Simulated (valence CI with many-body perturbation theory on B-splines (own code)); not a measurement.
The numbers below are computed, except where a source is named.
**Level structure of Ti VIII**

Method: configuration interaction combined with many-body perturbation theory (CI+MBPT): five valence electrons over a frozen Dirac-Fock core [Ne], radial functions for each j: 11 s, 11 p, 10 d, 8 f, 5 g, 2 h, with the one-electron correlation potential Σ1 (screened to all orders), the two-electron term Σ2, the three-electron term Σ3, Breit, model QED; selected single and double excitations, second order for the rest, scaled by the run's own slope (own B-spline code, finite nucleus).

Set against measurement, 9 paired levels are off by 148 cm⁻¹ on average, the worst by 216. These come from a selection out of Corliss and Sugar, J. Phys. Chem. Ref. Data 8, 1 (1979). Levels without a partner in it may be off by more. Among the levels kept, up to 3200 cm⁻¹ of a level comes from second order outside the variational space, and about a tenth of that is noise between levels of different J, which matters for small intervals.

Levels 91 to 135 of 183, with energies above the lowest level, 3s²3p³ ⁴S°_3/2. "Leading %" is the weight of the configuration and term that name the level; weights of strongly mixed levels are sums over their largest components and can fall short. In the jj column 3d3/2^4 stands for four electrons in 3d with j = 3/2.

| No. | Configuration | Term | J | E (cm⁻¹) | Leading % | g | Leading jj | Second component |
| --- | --- | --- | --- | --- | --- | --- | --- | --- |
| 91 | 3s3p³3d | ²G° | 7/2 | 587980 | 43 | 1.007 | 3s 3p1/2 3p3/2^2 3d3/2 (44 %) | 33 % 3s3p³3d ²F° |
| 92 | 3s3p³3d | ²F° | 5/2 | 589810 | 87 | 0.863 | 3s 3p1/2 3p3/2^2 3d5/2 (47 %) | 8 % 3s²3p3d² ²F° |
| 93 | 3s3p³3d | ²G° | 9/2 | 590480 | 75 | 1.112 | 3s 3p1/2 3p3/2^2 3d5/2 (57 %) | 19 % 3s²3p3d² ²G° |
| 94 | 3s3p³3d | ²F° | 7/2 | 592050 | 43 | 1.037 | 3s 3p3/2^3 3d3/2 (23 %) | 32 % 3s3p³3d ²G° |
| 95 | 3s3p³3d | ⁴D° | 7/2 | 615050 | 91 | 1.423 | 3s 3p1/2 3p3/2^2 3d5/2 (50 %) |  |
| 96 | 3s3p³3d | ⁴D° | 5/2 | 615140 | 83 | 1.353 | 3s 3p1/2 3p3/2^2 3d5/2 (29 %) |  |
| 97 | 3s3p³3d | ⁴D° | 3/2 | 615170 | 62 | 1.085 | 3s 3p1/2 3p3/2^2 3d3/2 (31 %) | 19 % 3s3p³3d ²D° |
| 98 | 3s3p³3d | ⁴D° | 1/2 | 615810 | 87 | 0.033 | 3s 3p1/2 3p3/2^2 3d3/2 (42 %) | 5 % 3s3p³3d ²P° |
| 99 | 3s3p³3d | ²D° | 3/2 | 617090 | 46 | 0.916 | 3s 3p1/2 3p3/2^2 3d5/2 (36 %) | 25 % 3s3p³3d ⁴D° |
| 100 | 3s3p³3d | ²D° | 5/2 | 619030 | 60 | 1.205 | 3s 3p1/2 3p3/2^2 3d5/2 (24 %) | 7 % 3s3p³3d ⁴D° |
| 101 | 3s3p³3d | ²F° | 5/2 | 623690 | 60 | 0.860 | 3s 3p1/2 3p3/2^2 3d5/2 (28 %) | 23 % 3s²3p3d² ²F° |
| 102 | 3s3p³3d | ²P° | 1/2 | 623850 | 79 | 0.643 | 3s 3p1/2^2 3p3/2 3d5/2 (26 %) | 9 % 3s²3p3d² ²P° |
| 103 | 3s3p³3d | ²F° | 7/2 | 625500 | 60 | 1.143 | 3s 3p1/2 3p3/2^2 3d5/2 (23 %) | 24 % 3s²3p3d² ²F° |
| 104 | 3s3p³3d | ²P° | 3/2 | 627400 | 81 | 1.329 | 3s 3p1/2 3p3/2^2 3d5/2 (34 %) | 9 % 3s²3p3d² ²P° |
| 105 | 3s²3p3d² | ⁴G° | 5/2 | 632220 | 88 | 0.580 | 3s^2 3p1/2 3d3/2^2 (38 %) | 6 % 3s3p³3d ⁴G° |
| 106 | 3s²3p3d² | ⁴G° | 7/2 | 633490 | 89 | 0.986 | 3s^2 3p1/2 3d3/2 3d5/2 (48 %) | 5 % 3s3p³3d ⁴G° |
| 107 | 3s²3p3d² | ⁴G° | 9/2 | 635280 | 91 | 1.172 | 3s^2 3p3/2 3d3/2 3d5/2 (60 %) | 5 % 3s3p³3d ⁴G° |
| 108 | 3s3p³3d | ²D° | 3/2 | 637380 | 62 | 0.804 | 3s 3p3/2^3 3d3/2 (17 %) | 17 % 3s²3p3d² ²D° |
| 109 | 3s²3p3d² | ⁴G° | 11/2 | 637680 | 91 | 1.273 | 3s^2 3p3/2 3d5/2^2 (72 %) | 5 % 3s3p³3d ⁴G° |
| 110 | 3s3p³3d | ²D° | 5/2 | 639150 | 58 | 1.189 | 3s 3p3/2^3 3d5/2 (24 %) | 23 % 3s²3p3d² ²D° |
| 111 | 3s3p³3d | ²S° | 1/2 | 639550 | 56 | 1.975 | 3s 3p1/2 3p3/2^2 3d3/2 (24 %) | 39 % 3s²3p3d² ²S° |
| 112 | 3s3p³3d | ²F° | 5/2 | 645550 | 83 | 0.869 | 3s 3p3/2^3 3d3/2 (34 %) | 8 % 3s²3p3d² ²F° |
| 113 | 3s3p³3d | ²F° | 7/2 | 645740 | 86 | 1.146 | 3s 3p1/2 3p3/2^2 3d5/2 (40 %) | 7 % 3s²3p3d² ²F° |
| 114 | 3s²3p3d² | ²P° | 3/2 | 648160 | 35 | 1.332 | 3s 3p1/2 3p3/2^2 3d5/2 (19 %) | 32 % 3s3p³3d ²P° |
| 115 | 3s²3p3d² | ²P° | 1/2 | 652090 | 36 | 0.680 | 3s^2 3p3/2 3d5/2^2 (24 %) | 29 % 3s3p³3d ²P° |
| 116 | 3s²3p²4s | ⁴P | 1/2 | 659920 | 92 | 2.633 | 3s^2 3p1/2^2 4s (56 %) |  |
| 117 | 3s²3p²4s | ⁴P | 3/2 | 662650 | 93 | 1.728 | 3s^2 3p1/2 3p3/2 4s (90 %) |  |
| 118 | 3s²3p²4s | ⁴P | 5/2 | 666310 | 93 | 1.593 | 3s^2 3p3/2^2 4s (50 %) |  |
| 119 | 3s²3p3d² | ⁴D° | 1/2 | 668250 | 84 | 0.007 | 3s^2 3p1/2 3d3/2^2 (23 %) | 9 % 3s3p³3d ⁴D° |
| 120 | 3s²3p3d² | ⁴D° | 3/2 | 668940 | 83 | 1.200 | 3s^2 3p1/2 3d3/2 3d5/2 (50 %) | 9 % 3s3p³3d ⁴D° |
| 121 | 3s²3p3d² | ⁴D° | 5/2 | 670150 | 82 | 1.366 | 3s^2 3p3/2 3d3/2 3d5/2 (38 %) | 9 % 3s3p³3d ⁴D° |
| 122 | 3s²3p²4s | ²P | 1/2 | 671270 | 92 | 0.705 | 3s^2 3p1/2 3p3/2 4s (73 %) |  |
| 123 | 3s²3p3d² | ⁴D° | 7/2 | 672110 | 82 | 1.421 | 3s^2 3p3/2 3d3/2 3d5/2 (38 %) | 10 % 3s3p³3d ⁴D° |
| 124 | 3s²3p²4s | ²P | 3/2 | 675510 | 89 | 1.314 | 3s^2 3p1/2 3p3/2 4s (56 %) | 4 % 3s²3p²4s ²D |
| 125 | 3s²3p3d² | ²F° | 5/2 | 676340 | 61 | 0.866 | 3s^2 3p1/2 3d5/2^2 (24 %) | 29 % 3s3p³3d ²F° |
| 126 | 3s²3p3d² | ²H° | 9/2 | 679370 | 94 | 0.912 | 3s^2 3p1/2 3d3/2 3d5/2 (63 %) |  |
| 127 | 3s²3p3d² | ²F° | 7/2 | 679670 | 61 | 1.150 | 3s^2 3p3/2 3d5/2^2 (41 %) | 29 % 3s3p³3d ²F° |
| 128 | 3s3p³3d | ²P° | 3/2 | 679750 | 81 | 1.330 | 3s 3p1/2^2 3p3/2 3d5/2 (26 %) | 12 % 3s²3p3d² ²P° |
| 129 | 3s3p³3d | ²P° | 1/2 | 680070 | 81 | 0.664 | 3s 3p1/2 3p3/2^2 3d3/2 (33 %) | 13 % 3s²3p3d² ²P° |
| 130 | 3s²3p3d² | ⁴P° | 1/2 | 680910 | 84 | 2.657 | 3s^2 3p1/2 3d3/2 3d5/2 (40 %) | 9 % 3s3p³3d ⁴P° |
| 131 | 3s²3p3d² | ⁴F° | 3/2 | 681890 | 80 | 0.492 | 3s^2 3p1/2 3d3/2^2 (30 %) | 7 % 3s3p³3d ⁴F° |
| 132 | 3s²3p3d² | ⁴P° | 3/2 | 682190 | 78 | 1.644 | 3s^2 3p1/2 3d3/2 3d5/2 (26 %) | 9 % 3s3p³3d ⁴P° |
| 133 | 3s²3p3d² | ⁴F° | 5/2 | 682540 | 84 | 1.035 | 3s^2 3p1/2 3d3/2 3d5/2 (35 %) | 7 % 3s3p³3d ⁴F° |
| 134 | 3s²3p3d² | ⁴F° | 7/2 | 683330 | 84 | 1.238 | 3s^2 3p3/2 3d3/2 3d5/2 (54 %) | 7 % 3s3p³3d ⁴F° |
| 135 | 3s²3p3d² | ⁴F° | 9/2 | 684020 | 85 | 1.331 | 3s^2 3p3/2 3d5/2^2 (40 %) | 7 % 3s3p³3d ⁴F° |

Names give the largest LS component (configuration and term), which can be under half, so a name can repeat, a term be missing and a line seem to break the LS rules; names also repeat where a configuration has a term twice.

Where two levels of one J and parity lie close, their mixing, g and order are uncertain.
